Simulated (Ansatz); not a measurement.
Reaction (ligand exchange at a Ge–S bond): `[GeH3][S][GeH3]` + `BO` → `B[O][GeH3]` + `[SH][GeH3]`

Program: Ansatz. Geometries: PBE0-D4/def2-TZVP. ΔE: electronic, gas phase. CBS: MP2 limit from def2 TZ/QZ plus the TZ coupled-cluster correction, frozen cores. This one scheme is used for every species. Functionals use def2-TZVPP. HSE06 is defined as in plane-wave codes. For Ge outer-core shells are correlated without core-valence functions, which leaves a few kJ/mol of doubt a bond. Scalar relativity is left out up to krypton.

Q: Is it downhill or uphill in electronic energy at CCSD(T)/CBS, and by how much? (An estimate is asked.)

A: The calculation gave: Uphill: ΔE = +7.2 kcal/mol.

Q: What do these levels give: PBE0-D4, B2PLYP, PBE-QIDH, HSE06, LC-ωPBE, RPA@PBE/def2-TZVPP, HF/def2-SVP, MP2/def2-SVP, MP2/def2-TZVPP, SCS-MP2/def2-TZVPP, MP2/CBS(def2), CCSD/CBS(def2)? (An estimate is asked.)

A: Ansatz gave: PBE0-D4 8.6, B2PLYP 5.4, PBE-QIDH 7.6, HSE06 8.0, LC-ωPBE 6.3, RPA@PBE/def2-TZVPP 4.9, HF/def2-SVP 4.3, MP2/def2-SVP 6.4, MP2/def2-TZVPP 7.0, SCS-MP2/def2-TZVPP 5.4, MP2/CBS(def2) 8.3, CCSD/CBS(def2) 6.7 kcal/mol.

Largest T1 diagnostic among the species: 0.014.

In def2-TZVPP, CCSD(T) changes the Hartree–Fock value by +2.6 kcal/mol (the triples alone add +0.5 kcal/mol) and MP2 by +3.7 kcal/mol. The D4 term adds +1.3 kcal/mol with B3LYP and +0.7 kcal/mol with PBE0; it sums over pairs of atoms, weighted by their polarisabilities, and B3LYP, whose exchange is more repulsive, gets the larger term. At CCSD(T), def2-SVP lies −1.4 kcal/mol from the extrapolated value and def2-TZVPP −1.3 kcal/mol.

B3LYP here is the variant with VWN-RPA as its local correlation; programs differ in this.
